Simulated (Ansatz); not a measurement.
Relaxation of Ni₂H with UKS r2SCAN-D4/def2-TZVP.

```sh
$ ansatz run in.yaml --threads 4 --pin off --events-out ev --progress --plain --max-ram 3916MiB
```

```yaml
crystal:
  periodic: [false, false, false]
  atoms:
    - {symbol: Ni, position_ang: [0.271160, 0.673340, -0.980510]}
    - {symbol: Ni, position_ang: [-0.663680, -0.140790, 1.014690]}
    - {symbol: H, position_ang: [0.392530, -0.532540, -0.034180]}
basis:
  gaussian: {orbitals: def2-TZVP}
magnetization: {spin_polarized: true, initial_magnetization: 1}
hamiltonian: {xc: r2scan, dispersion: d4}
scf: {omitted_lower_state_checks: [starts]}
output: {orbitals: {seedname: orbitals}}
relax: {f_tol: 0.02, max_steps: 100}
```

Hardware: 4 threads of Arm Neoverse N1 on a shared host. Wall time 1.8 min.

Positions (Å) and forces (eV/Å) at steps 1, 2, 3, 4, 5 of 5:

```xyz
3
step=1 energy=-82101.6688 eV
Ni    0.271    0.673   -0.981   -0.521   -0.193    0.872
Ni   -0.664   -0.141    1.015    0.293    0.508   -0.857
H     0.393   -0.533   -0.034    0.228   -0.315   -0.015
3
step=2 energy=-82101.7648 eV
Ni    0.240    0.675   -0.941   -0.308   -0.096    0.499
Ni   -0.658   -0.108    0.977    0.158    0.304   -0.489
H     0.418   -0.567   -0.036    0.150   -0.208   -0.010
3
step=3 energy=-82101.7918 eV
Ni    0.200    0.678   -0.890    0.166    0.113   -0.324
Ni   -0.652   -0.065    0.929   -0.136   -0.152    0.321
H     0.452   -0.613   -0.039   -0.030    0.039    0.004
3
step=4 energy=-82101.7987 eV
Ni    0.212    0.679   -0.906   -0.007   -0.019    0.027
Ni   -0.656   -0.076    0.945    0.020    0.003   -0.029
H     0.444   -0.603   -0.038   -0.012    0.016    0.002
3
step=5 energy=-82101.7988 eV
Ni    0.211    0.679   -0.906   -0.001    0.000    0.001
Ni   -0.655   -0.076    0.944    0.001    0.000   -0.001
H     0.444   -0.602   -0.038    0.000    0.000    0.000
```

The structure comes from a short search, and lower isomers may exist.
